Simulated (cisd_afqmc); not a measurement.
Input (AFQMC/CISD/aug-cc-pV(D+d)Z; cisd_afqmc is a phaseless AFQMC code with CISD trial states that reads the integrals written by Ansatz): A basis named .json is the Basis Set Exchange file of that set.

Ansatz 0.2 input:
```python
import cisd_afqmc

open("ham.yaml", "w").write("""\
crystal:
  periodic: [false, false, false]
  atoms:
    - {symbol: Al, position_ang: [0.00000000, 0.00000000, 0.00000000]}
basis:
  gaussian:
    orbitals: aug-cc-pV_D+d_Z.json
total_charge: -1
magnetization: {spin_polarized: true, initial_magnetization: 2}
correlation: {method: ccsd, electrons: outside_noble_gas, hamiltonian_folder: ham}
scf: {lower_state_search: full}
""")
rep = cisd_afqmc.ansatz("ham.yaml")
e_ccsd = rep["correlation"]["coupled_cluster"]["energy"]["hartree"]
out = cisd_afqmc.run("ham", e_ccsd, trial="CISD", walkers=200, populations=8, threads=8, dt=0.005, steps=40, early=24, settle=10, least=48,
    target=0.0004, seconds=1500, seed=1, memory=12960, gpu=False)
```

Output:

```
orbitals 27, occupied [3, 1], factors 158 of 180, rank of the doubles 93 of 98
E(HF) = -241.874976
E(CCSD) on the cut factors = -241.934804, shift to the whole factors -0.000000
Energy of the trial state on the determinant = -241.934805
  tau behind 7.2 of longer steps, mean of the populations' last blocks
   2.0  -241.93719
   4.0  -241.93714
   6.0  -241.93701
   8.0  -241.93697
  10.0  -241.93691
blocks 405 (0 outliers left out), error by blocks joined: 1: 0.00003, 2: 0.00004, 4: 0.00005, 8: 0.00006, 16: 0.00007
E(AFQMC/CISD) = -241.93705 +/- 0.00007
```
